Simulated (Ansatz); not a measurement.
Geometry optimisation, DFT PBE-D3(BJ), scalar-relativistic, plane waves, PAW (Ansatz).

Input file:

```yaml
crystal:
  lattice:
    - [7.398, 0.0, 0.0]
    - [-3.699, 6.406856, 0.0]
    - [0.0, 0.0, 13.0]
  atoms:
    - { symbol: C, position: [0.0, 0.0, 0.0769231] }
    - { symbol: C, position: [0.2222222, 0.1111111, 0.0769231] }
    - { symbol: C, position: [0.0, 0.3333333, 0.0769231] }
    - { symbol: C, position: [0.2222222, 0.4444444, 0.0769231] }
    - { symbol: C, position: [0.0, 0.6666667, 0.0769231] }
    - { symbol: C, position: [0.2222222, 0.7777778, 0.0769231] }
    - { symbol: C, position: [0.3333333, 0.0, 0.0769231] }
    - { symbol: C, position: [0.5555556, 0.1111111, 0.0769231] }
    - { symbol: C, position: [0.3333333, 0.3333333, 0.0769231] }
    - { symbol: C, position: [0.5555556, 0.4444444, 0.0769231] }
    - { symbol: C, position: [0.3333333, 0.6666667, 0.0769231] }
    - { symbol: C, position: [0.5555556, 0.7777778, 0.0769231] }
    - { symbol: C, position: [0.6666667, 0.0, 0.0769231] }
    - { symbol: C, position: [0.8888889, 0.1111111, 0.0769231] }
    - { symbol: C, position: [0.6666667, 0.3333333, 0.0769231] }
    - { symbol: C, position: [0.8888889, 0.4444444, 0.0769231] }
    - { symbol: C, position: [0.6666667, 0.6666667, 0.0769231] }
    - { symbol: C, position: [0.8888889, 0.7777778, 0.0769231] }
    - { symbol: B, position: [0.234401, 0.7908103, 0.2030769], spin: 1.0 }
magnetization:
  spin_polarized: true
basis:
  ecutwfc: 420.0
kpoints:
  mp_grid: { grid: [2, 2, 1] }
hamiltonian:
  xc: pbe
  dispersion: d3bj
scf:
  occupations: { method: gaussian, width: 0.02 }
  lower_state_search: "off"
relax:
  f_tol: 0.03
  max_steps: 60
  adjacent_minimum: "off"
```

Launched with:

```bash
$ ansatz run input.yaml --threads 2 --pin off --max-ram 5120MiB --backend cpu --events-out ev --progress --plain --runs-dir out
```

**Question.** Where does it end, and by what steps?

**Answer.** It converged. The force dipped under the threshold on the way, but the program's further checks kept it going. Limits of this set-up: slab without dipole correction, a typed lattice constant that wasn't relaxed here. After 5 steps the energy has fallen by 0.129 eV; B19 moved furthest, 0.14 Å.

```csv
step,energy less start (eV),largest force component (eV/Å),accepted
0,0.0000,1.485,yes
1,-0.0796,0.958,yes
2,-0.1264,0.152,yes
3,-0.1277,0.121,yes
4,-0.1289,0.009,yes
5,-0.1289,0.009,yes
```

```xyz
19
Lattice="7.3980 0.0000 0.0000 -3.6990 6.4069 0.0000 0.0000 0.0000 13.0000" Properties=species:S:1:pos:R:3
C 0.000 0.006 0.996
C 1.229 0.721 0.997
C -1.231 2.138 0.996
C 0.003 2.845 0.997
C -2.479 4.267 0.986
C -1.231 4.988 0.975
C 2.468 0.022 0.985
C 3.706 0.721 0.997
C 1.235 2.140 0.998
C 2.468 2.852 0.995
C 0.017 4.267 0.985
C 1.242 4.990 0.997
C 4.936 0.006 0.996
C 6.167 0.716 0.999
C 3.700 2.140 0.998
C 4.933 2.845 0.997
C 2.468 4.275 0.998
C 3.694 4.990 0.998
B -1.225 4.985 2.749
```

Whether the end is a true minimum wasn't checked by a vibrational analysis.

Run time: 66 s on 2 threads of Arm Neoverse V1, on a shared host, peak memory 0.96 GiB.
